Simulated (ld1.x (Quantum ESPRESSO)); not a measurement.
## holmium (Ho), PAW: configuration errors across variants

| Quantity | Value |
| --- | --- |
| Element | holmium |
| Generator | ld1.x (Quantum ESPRESSO) 7.5 |
| Type | PAW |
| Functional | LDA (PZ) |
| Relativity | fully relativistic |
| Frozen core | [Kr] 4d10 |
| Valence charge | 21 |
| Reference configuration | 4f11 5s2 5p6 5d0.5 6s1.5 6p0 |
| Partial waves | 5s (bound): rcut 1.65, rcutus 1.95 bohr; 6s (bound): rcut 1.65, rcutus 1.95 bohr; 5p (bound): rcut 2.25, rcutus 3.05 bohr; 6p (bound, empty): rcut 2.25, rcutus 3.05 bohr; 5d (bound): rcut 2.45, rcutus 3.00 bohr; 5d channel at 3.3 Ry: rcut 2.45, rcutus 3.00 bohr; 4f (bound): rcut 1.10, rcutus 1.30 bohr; 4f channel at 1.75 Ry: rcut 1.10, rcutus 1.30 bohr |
| Local potential | all-electron potential smoothed inside 2.75 bohr (lloc = -1) |
| Core correction | Bessel-smoothed model core, default radius (core density twice the valence density) |
| Augmentation charge | PSQ, inside the norm-conserving radii |

Open shells are filled in proportion to 2j + 1 (rel_dist='average').

All-electron excitation energies from the reference (eV): (1) 4f11 5s2 5p6 5d0 6s2 6p0 -1.383; (2) 4f11 5s2 5p6 5d0 6s1 6p0 5.147; (3) 4f11 5s2 5p6 5d0 6s0 6p0 17.170.

The default core radius of the base comes out at 0.71 bohr.

Tests that are not counted but printed errors over 1 eV. “waves 5s (bound): rcut 1.65, rcutus 2.48 bohr; 6s (bound): rcut 1.65, rcutus 2.48 bohr”: 4f9 5s2 5p6 5d0 6s0 6p0 (solver errors, printed error -3353 eV).

4 further variants failed, have other tests or another functional or relativity, and are left out.

Errors AE − PS in meV (a dash: test not solved or not reliable):

```tsv
change	(1)	(2)	(3)	bound ghosts
base	+1.4	+2.9	+7.0	not determined
waves 5s (bound): rcut 1.65, rcutus 2.48 bohr; 6s (bound): rcut 1.65, rcutus 2.48 bohr	+4.3	+6.0	+61	not determined
all radii but the core radius scaled by about 1.26 (s 2.46, p 3.84, d 3.78, f 1.64 bohr, rcut 2.08/2.84/3.08/1.38); local potential all-electron potential smoothed inside 3.46 bohr (lloc = -1)	–	–	–	not determined
waves 4f (bound): rcut 1.10, rcutus 1.62 bohr; 4f channel at 1.75 Ry: rcut 1.10, rcutus 1.62 bohr	+0.8	+1.5	+3.5	not determined
waves 5p (bound): rcut 2.25, rcutus 2.48 bohr; 6p (bound): rcut 2.25, rcutus 2.48 bohr	+1.3	+1.9	+3.1	not determined
core correction a·sin(br)/r model core, default radius (ld1.x builds one for every PAW set, though the input has nlcc=.false.)	+1.4	+2.7	+6.6	not determined
```

(1) Give the same row for: local potential all-electron potential smoothed inside 1.48 bohr (lloc = -1).

Answers

(1) +6.1, -3.1, -27; bound ghosts: not determined.
